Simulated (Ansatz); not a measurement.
All values below come from B3LYP-D3(BJ)/def2-TZVPD run with Ansatz (a program for electronic structure). No frequencies were computed at this level.

Ansatz 0.2 input:
```yaml
crystal:
  periodic: [false, false, false]
  atoms:
    - { symbol: Cl, position_ang: [-1.610295, 1.066648, 0.056881] }
    - { symbol: Si, position_ang: [-0.004136, -0.139423, 0.000328] }
    - { symbol: Cl, position_ang: [1.670696, 0.96902, -0.061666] }
    - { symbol: H, position_ang: [-0.071829, -0.949665, -1.205867] }
    - { symbol: H, position_ang: [0.015564, -0.946578, 1.210325] }
basis:
  gaussian: { orbitals: def2-tzvpd }
hamiltonian:
  xc: b3lyp
  dispersion: d3bj
relax:
  max_steps: 150
```

Output:

```
Functional definition: B3LYP
983 factors; their error is unknown
mean field evaluation 1: about -32959.9946 eV, gradient 1.5e1 eV
mean field evaluation 2: about -32960.3080 eV, gradient 1.2e1 eV
mean field evaluation 4: about -32960.5752 eV, gradient 4.2e-1 eV
mean field evaluation 8: about -32960.6204 eV, gradient 7.2e-2 eV
mean field -32960.62035918 eV, -1211.2804566888 hartree, gradient 3.7e-5 eV, S^2 0.000000; 0 other end points of the search recorded, 0 dependent functions left out
reference -32960.62063417 eV, -1211.2804667948 hartree; 25, 25 occupied and 128, 128 virtual orbitals, 983 factors
relax step   1: F+E_penalty+E_count = -32960.85986872 eV  Δ(F+E_penalty+E_count) = +0.000e0 eV  max|allowed force component| = 7.974e-1 eV/Å  Δτ_max = 0.0000 Å  (28 SCF iters, accepted)
these checks for a lower state are left out or cut short: starts, cluster_reference, orbital_swaps, neighbouring_geometries, increment
983 factors; their error is unknown
mean field evaluation 16: about -32960.6023 eV, gradient 3.7e0 eV
mean field -32960.66701550 eV, -1211.2821712773 hartree, gradient 2.0e-5 eV, S^2 0.000000; 0 other end points of the search recorded, 0 dependent functions left out
reference -32960.66729322 eV, -1211.2821814832 hartree; 25, 25 occupied and 128, 128 virtual orbitals, 983 factors
relax step   2: F+E_penalty+E_count = -32960.90227344 eV  Δ(F+E_penalty+E_count) = -4.240e-2 eV  max|allowed force component| = 8.986e-2 eV/Å  Δτ_max = 0.0536 Å  (32 SCF iters, accepted)
these checks for a lower state are left out or cut short: starts, cluster_reference, orbital_swaps, neighbouring_geometries, increment
983 factors; their error is unknown
mean field -32960.66811421 eV, -1211.2822116538 hartree, gradient 1.6e-5 eV, S^2 0.000000; 0 other end points of the search recorded, 0 dependent functions left out
reference -32960.66839171 eV, -1211.2822218520 hartree; 25, 25 occupied and 128, 128 virtual orbitals, 983 factors
relax step   3: F+E_penalty+E_count = -32960.90411863 eV  Δ(F+E_penalty+E_count) = -1.845e-3 eV  max|allowed force component| = 4.833e-2 eV/Å  Δτ_max = 0.0146 Å  (31 SCF iters, accepted)
these checks for a lower state are left out or cut short: starts, cluster_reference, orbital_swaps, neighbouring_geometries, increment
983 factors; their error is unknown
mean field evaluation 32: about -32960.6217 eV, gradient 2.0e-1 eV
mean field -32960.66822393 eV, -1211.2822156862 hartree, gradient 8.5e-6 eV, S^2 0.000000; 0 other end points of the search recorded, 0 dependent functions left out
reference -32960.66850141 eV, -1211.2822258833 hartree; 25, 25 occupied and 128, 128 virtual orbitals, 983 factors
relax step   4: F+E_penalty+E_count = -32960.90418406 eV  Δ(F+E_penalty+E_count) = -6.542e-5 eV  max|allowed force component| = 8.099e-3 eV/Å  Δτ_max = 0.0022 Å  (28 SCF iters, accepted)
983 factors; their error is unknown
mean field -32960.66822393 eV, -1211.2822156862 hartree, gradient 8.7e-6 eV, S^2 0.000000; 1 other end points of the search recorded, 0 dependent functions left out
reference -32960.66850141 eV, -1211.2822258833 hartree; 25, 25 occupied and 128, 128 virtual orbitals, 983 factors
Total energy: -32960.90446154 eV, -1211.2908972580 hartree
Atom 0 at    -1.650115     1.080325     0.058304 Å, force     0.001828    -0.001655    -0.000064 eV/Å
Atom 1 at    -0.004330    -0.145970     0.000343 Å, force     0.000240     0.008099    -0.000019 eV/Å
Atom 2 at     1.711256     0.980305    -0.063147 Å, force    -0.001923    -0.001544     0.000072 eV/Å
Atom 3 at    -0.072691    -0.958893    -1.222131 Å, force    -0.000163    -0.002453    -0.002491 eV/Å
Atom 4 at     0.015880    -0.955764     1.226633 Å, force     0.000018    -0.002447     0.002503 eV/Å
Dipole moment:    -0.007713    -0.259953     0.000611 e Å
```

Cost: very roughly 40 core-seconds.
